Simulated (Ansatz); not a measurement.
(SiO2)n: r2SCAN-D4/def2-TZVP single points in Ansatz on relaxed structures, gas phase. Each cluster is the lowest isomer that a short search found in that spin, judged at the geometry's level, and lower ones may exist. Binding counts from free atoms in the multiplicity of their measured ground term, without zero-point energy. The structures are stationary points that may keep the symmetry of their start. Remarks come from the PBE and PBE0 runs and from stability tests at other levels; not every state was tested. HOMO above LUMO (over both spins in singlets and doublets, within one spin in higher multiplets; at PBE or PBE0), or a gap under 0.15 eV within one spin, warns that the state may not be the lowest or that an electron is smeared out.

| species | atoms | state | geometry | HOMO (eV) | LUMO (eV) | gap (eV) | vertical triplet (eV) | binding per atom (eV) | point group (within 0.1 Å) | remarks |
| --- | --- | --- | --- | --- | --- | --- | --- | --- | --- | --- |
| Si2O4 | 6 | singlet | PBE0-D4/def2-SVP | -8.39 | -3.89 | 4.50 | 4.20 | 5.03 | D2h | – |
| Si3O6 | 9 | singlet | PBE0-D4/def2-SVP | -8.41 | -3.54 | 4.87 | 4.74 | 5.33 | D2d | gap within one spin near zero at PBE or PBE0 (triplet) |
| Si4O8 | 12 | singlet | PBE-D4/def2-SVP | -8.25 | -3.91 | 4.34 | 4.20 | 5.39 | C2v | gap within one spin near zero at PBE or PBE0 (triplet) |

The gap (eV) runs from 4.34 (Si4O8) to 4.87 (Si3O6). The vertical triplet (eV) runs from 4.20 (Si2O4) to 4.74 (Si3O6). The binding per atom (eV) runs from 5.03 (Si2O4) to 5.39 (Si4O8).
